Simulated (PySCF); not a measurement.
Hf(Cl)4 cation (Cl4Hf), SMILES [Cl][Hf]([Cl])([Cl])[Cl] (connectivity only; charge and spin as stated), charge +1, multiplicity 2. Atoms are numbered in the order given.

```xyz
5

Hf    -0.0059    -0.0005     0.0034
Cl     1.8263    -0.6125    -1.3399
Cl     0.5688     0.5223     2.2194
Cl    -0.9360     1.9308    -0.9627
Cl    -1.4694    -1.8377     0.0523
```
Charge +1, spin multiplicity 2.

Coordinates come from a B3LYP-D3(BJ)/def2-SVP optimisation. The spin state was assumed, not searched. The isomer is the one that the SMILES or the coordinates give; other isomers of the formula were not compared. The def2 effective core potentials stand for the cores of Hf; spin–orbit coupling is left out.

Calculation: M06-2X/def2-TZVP (PySCF).

ESP charges are fitted to the potential on shells at 1.4 to 2.0 van der Waals radii. Atomic charges (e):

| atom | Mulliken | Löwdin | ESP fit | Mulliken spin |
|---|---|---|---|---|
| Hf1 | 1.17 | -0.22 | (withheld) | -0.18 |
| Cl2 | 0.00 | 0.36 | (withheld) | 0.40 |
| Cl3 | -0.10 | 0.25 | (withheld) | 0.17 |
| Cl4 | -0.03 | 0.33 | (withheld) | 0.34 |
| Cl5 | -0.05 | 0.29 | (withheld) | 0.27 |

What belongs in the gaps? (Estimate from the structure and the level; the computed values follow.)


- Hf1, ESP fit: 0.48
- Cl2, ESP fit: 0.18
- Cl3, ESP fit: 0.07
- Cl4, ESP fit: 0.15
- Cl5, ESP fit: 0.12
